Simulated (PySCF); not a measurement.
**TDDFT excited states: C2H10O2SSi2**

Compound: C₂H₁₀O₂SSi₂.
SMILES: `OCCO[SiH2]S[SiH3]`

Computed with PySCF 2.14.0, density-fitted response routines, TDDFT CAM-B3LYP/def2-SVPD, vertical, gas phase, core orbitals frozen in the response. One conformer (not necessarily the lowest) at the GFN2-xTB geometry, without solvent, vibrations or thermal averaging.

| state | λ (nm) | E (eV) | f | main configurations (H = HOMO, L = LUMO) |
| --- | --- | --- | --- | --- |
| S1 | 215.0 | 5.77 | 0.0063 | H→L+1 (69%), H→L (15%) |
| S2 | 195.9 | 6.33 | 0.017 | H→L+2 (72%), H→L+3 (16%) |
| S3 | 188.7 | 6.57 | 0.0044 | H→L (50%), H→L+6 (18%), H→L+1 (10%) |
| S4 | 174.7 | 7.10 | 0.0049 | H→L+4 (54%), H-1→L+1 (9%) |
| S5 | 174.4 | 7.11 | 0.032 | H-1→L+1 (30%), H-1→L (24%), H→L+7 (10%) |
| S6 | 170.3 | 7.28 | 0.0069 | H-5→L (17%), H-3→L (14%), H-1→L (13%) |
| S7 | 167.8 | 7.39 | 0.035 | H→L+7 (44%), H-1→L+1 (11%), H→L+8 (10%) |
| S8 | 166.7 | 7.44 | 0.012 | H→L+6 (51%), H→L (11%), H→L+8 (10%) |

Triplets (Tamm–Dancoff): T1 5.45 eV, H→L+1 (64%), H→L (15%); T2 6.13 eV, H→L+2 (63%), H→L+3 (15%); T3 6.33 eV, H→L (34%), H→L+6 (24%), H→L+1 (8%).

The lowest singlet lies at 5.77 eV (215 nm, ultraviolet) and is weak; its leading configuration is HOMO→LUMO+1 (69%). The most intense listed level is S7 at 7.39 eV (168 nm, f = 0.035), 1.62 eV above S1. Löwdin shares by element: HOMO sulfur 70%, silicon 19%; LUMO oxygen 27% or more, hydrogen 17% or more, carbon 12% or more, silicon 9% or more (atoms not listed hold the other 36%). Weighted by f, the mean energy of these states is 7.03 eV. Of the 8 states listed, 4 reach f = 0.01 and none stays under 0.0005. The oscillator strengths of these states sum to 0.118; summed over the whole spectrum of an exact calculation they would give the number of electrons, 82 (Thomas–Reiche–Kuhn). The window holds the lowest 8 singlets.

The run took 2.4 min of wall time on one thread, Intel Xeon at 2.50 GHz (x86_64), on a shared host, and the process peaked at 1.1 GiB of memory.
